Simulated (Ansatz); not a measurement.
Cl$_{5}$OSi$_{2}$ (SMILES Cl[Si](Cl)O[Si](Cl)(Cl)Cl), doublet, at a GFN2-xTB geometry; CCSD on PBE0/6-31G run with Ansatz (a quantum-chemistry and plane-wave program).

Ansatz was given this input:
Ansatz 0.2 input:
```yaml
crystal:
  periodic: [false, false, false]
  atoms:
    - {symbol: Cl, position_ang: [2.33479091, -1.71099388, -0.65737346]}
    - {symbol: Si, position_ang: [1.96416604, 0.09563765, 0.13919861]}
    - {symbol: Cl, position_ang: [2.26536782, 1.60419462, -1.15215974]}
    - {symbol: O, position_ang: [0.39041391, 0.13132362, 0.56182526]}
    - {symbol: Si, position_ang: [-1.21793879, 0.02038872, 0.40908795]}
    - {symbol: Cl, position_ang: [-1.96521701, 1.13640431, 1.88664262]}
    - {symbol: Cl, position_ang: [-1.69938760, -1.91143167, 0.60001890]}
    - {symbol: Cl, position_ang: [-1.73381843, 0.72447616, -1.39304682]}
basis:
  gaussian:
    orbitals: 6-31G
hamiltonian:
  xc: pbe0
magnetization: {spin_polarized: true, initial_magnetization: 1}
correlation: {method: ccsd}
```

It wrote (shortened):

```
Functional definition: PBE0
1055 factors; integrals over basis functions are off by at most 1.1e-4 eV
mean field evaluation 1: about -80377.6127 eV, gradient 3.7e1 eV
mean field evaluation 2: about -80377.7088 eV, gradient 3.7e1 eV
mean field evaluation 4: about -80383.0043 eV, gradient 8.8e0 eV
mean field evaluation 8: about -80383.4398 eV, gradient 2.3e-1 eV
mean field evaluation 16: about -80383.4404 eV, gradient 1.6e-4 eV
mean field -80383.44036579 eV, -2954.0369475898 hartree, gradient 1.8e-6 eV, S^2 0.751438; 0 other end points of the search recorded, 0 dependent functions left out
36 core orbitals not correlated
reference -80275.72848811 eV, -2950.0786090951 hartree; 25, 24 occupied and 39, 40 virtual orbitals, 1055 factors
second order -11.52500644 eV of doubles, -0.65039914 eV of singles
cycle   1  -11.85732500 eV  change    2.8e-1 eV  update   1.2e-1
cycle   2  -12.27673040 eV  change   -4.2e-1 eV  update   3.3e-2
cycle   3  -12.35973368 eV  change   -8.3e-2 eV  update   1.1e-2
cycle   4  -12.37026719 eV  change   -1.1e-2 eV  update   2.6e-3
cycle   5  -12.37055641 eV  change   -2.9e-4 eV  update   8.2e-4
cycle   6  -12.37037102 eV  change    1.9e-4 eV  update   2.8e-4
cycle   7  -12.37031233 eV  change    5.9e-5 eV  update   1.0e-4
cycle   8  -12.37031907 eV  change   -6.7e-6 eV  update   3.4e-5
Total energy: -80288.09880719 eV, -2950.5332099361 hartree
```
